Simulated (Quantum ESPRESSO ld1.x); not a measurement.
Question: Pb, configuration [Xe] 4f14 5d10 6s1.5 6p2 5f0.5 (fractional occupations, a model configuration). Calculated with ld1.x of Quantum ESPRESSO 7.5: Dirac Kohn-Sham, PW91, spin-unpolarised, spherical densities, point nucleus; open shells fill j = l - 1/2 first. Some entries of the table are withheld. Estimate them.

orbital  occ.  eigenvalue (eV)  <r^2> (bohr^2)
1s1/2       2         -87991.3       0.0003571
2s1/2       2         -15726.7        0.005361
2p1/2       2         -15101.5             (1)
2p3/2       4         -12911.0             (2)
3s1/2       2         -3776.94         0.03475
3p1/2       2         -3495.17         0.03158
3p3/2       4         -3006.42         0.03792
3d3/2       4              (3)         0.02892
3d5/2       6              (4)         0.03064
4s1/2       2         -857.328          0.1666
4p1/2       2         -735.434          0.1691
4p3/2       4         -615.774          0.2004
4d3/2       4         -417.430          0.2083
4d5/2       6         -395.106          0.2191
5s1/2       2         -146.819          0.8175
4f5/2       6         -138.355          0.2434
4f7/2       8         -133.323          0.2503
5p1/2       2              (5)          0.9394
5p3/2       4              (6)           1.139
5d3/2       4         -25.7001           1.895
5d5/2       6         -23.1088           2.047
6s1/2     1.5         -14.8466           5.891
6p1/2       2          -7.1639           9.582
6p3/2       0          -5.5045           12.60
5f5/2     0.5          -0.2830           774.8
5f7/2       0          -0.2830           774.8

Answer: 
(1) 2p1/2 <r^2> (bohr^2): 0.003774
(2) 2p3/2 <r^2> (bohr^2): 0.004956
(3) 3d3/2 eigenvalue (eV): -2543.92
(4) 3d5/2 eigenvalue (eV): -2439.94
(5) 5p1/2 eigenvalue (eV): -105.242
(6) 5p3/2 eigenvalue (eV): -82.8531
